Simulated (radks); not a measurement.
The numbers below are computed, except where a source is named.
Task: The cerium ion Ce3+, 55 electrons, occupied as [Xe] 4f1. Level of theory: Dirac Kohn-Sham, HCTH/407, spin-unpolarised, spherical densities, point nucleus; open shells fill j = l - 1/2 first (a radial shooting solver on a logarithmic mesh with Libxc functionals).

Spin-orbit splittings of the eigenvalues, e(l+1/2) - e(l-1/2), with zeta = 2 splitting/(2l+1) and mean radii in bohr:

| shell | occ. | splitting (eV) | zeta (eV) | <r> j=l-1/2 | <r> j=l+1/2 |
|---|---|---|---|---|---|
| 2p | 6 | 446.6 | 297.7 | 0.08793 | 0.09413 |
| 3p | 6 | ? | ? | 0.2678 | 0.2800 |
| 3d | 10 | 18.93 | 7.573 | 0.2509 | 0.2548 |
| 4p | 6 | 18.93 | 12.62 | 0.6550 | 0.6821 |
| 4d | 10 | 3.332 | 1.333 | 0.7361 | 0.7457 |
| 4f | 1 | 0.3534 | 0.1010 | 1.039 | 1.048 |
| 5p | 6 | 2.922 | 1.948 | 1.659 | 1.730 |
| 5d | 0 | 0.3223 | 0.1289 | 2.313 | 2.341 |

Estimate the 3p splitting.

Result: 87.93 eV (zeta = 58.62 eV).
